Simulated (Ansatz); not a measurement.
1,2-elimination

Start structure (SiH2O2F2, singlet), relaxed at PBE0-D4/def2-TZVP:

```json
{"atom": "Si1", "x (Å)": "-0.1375", "y (Å)": "0.0605", "z (Å)": "0.3158"}
{"atom": "O2", "x (Å)": "1.2599", "y (Å)": "0.0812", "z (Å)": "-0.4961"}
{"atom": "O3", "x (Å)": "-1.1397", "y (Å)": "-1.0121", "z (Å)": "-0.3429"}
{"atom": "H4", "x (Å)": "-1.1566", "y (Å)": "-1.0998", "z (Å)": "-1.2962"}
{"atom": "F5", "x (Å)": "-0.7528", "y (Å)": "1.5180", "z (Å)": "0.3426"}
{"atom": "F6", "x (Å)": "0.0506", "y (Å)": "-0.3474", "z (Å)": "1.8248"}
{"atom": "H7", "x (Å)": "1.8762", "y (Å)": "0.7996", "z (Å)": "-0.3478"}
```

The step: SiH₂O₂F₂ ([OH][Si]([OH])([F])[F]) → SiOF₂ ([O][Si]([F])[F]) + H₂O (still joined by a long Si–O bond); bonds formed: O2–H4; bonds broken: O3–H4; bonds weakened to dative contacts: Si1–O2. Computed with Ansatz 0.2.0 (basis: def2-TZVPP and def2-QZVPP); correlated methods freeze the cores. Extrapolation: Hartree–Fock as exp(−7.88 √X), correlation as X^−2.97. Energies below are by CCSD(T) at an estimated basis limit (MP2 extrapolated from triple and quadruple zeta, plus CCSD(T) − MP2 in triple zeta).

**Question.** What are the electronic barrier and the energy of the step, from the start structure to the end structure? (Judge from chemistry; the value comes from the calculation.)

**Answer.** Computed: Barrier 57.38 kcal/mol; step energy 52.24 kcal/mol (uphill); reverse barrier, their difference, 5.14 kcal/mol. Barrier and step energy count from the start structure, the reverse barrier from the end structure.

The saddle point: One imaginary mode of 795i cm⁻¹.
```json
{"pair": "O2–H4", "start (Å)": "2.81", "saddle (Å)": "1.09", "end (Å)": "0.97"}
{"pair": "Si1–O2", "start (Å)": "1.62", "saddle (Å)": "1.81", "end (Å)": "1.88"}
{"pair": "O3–H4", "start (Å)": "0.96", "saddle (Å)": "1.54", "end (Å)": "2.42"}
```

Zero-point energy (harmonic, PBE0-D4): ZPE is 21.95 kcal/mol at the start and 20.60 kcal/mol at the saddle, so the barrier goes from 57.38 to 56.03 kcal/mol.

First-order rate constant out of the start structure at 298 K by transition-state theory, with harmonic vibrational free energies alone and no tunnelling: ΔA‡ = 56.59 kcal/mol, so k = (kB T/h) exp(−ΔA‡/kB T) ≈ 10^-29 s⁻¹ (an order of magnitude at best: rotation, the number of equivalent paths and anharmonicity are left out).

No T1 diagnostic of these runs exceeds 0.014.

Labels in which every atom is bracketed show which atoms are joined, not bond orders.

For scale, one of the runs: CCSD(T)/def2-TZVPP, 194 basis functions, launched by `ansatz run in.yaml --threads 4 --pin off --events-out ev --progress --plain --max-ram 9574MiB`. Hardware: 4 CPU threads of an Arm Neoverse V2, shared host. Wall time 48 s; peak host memory 2.4 GiB.
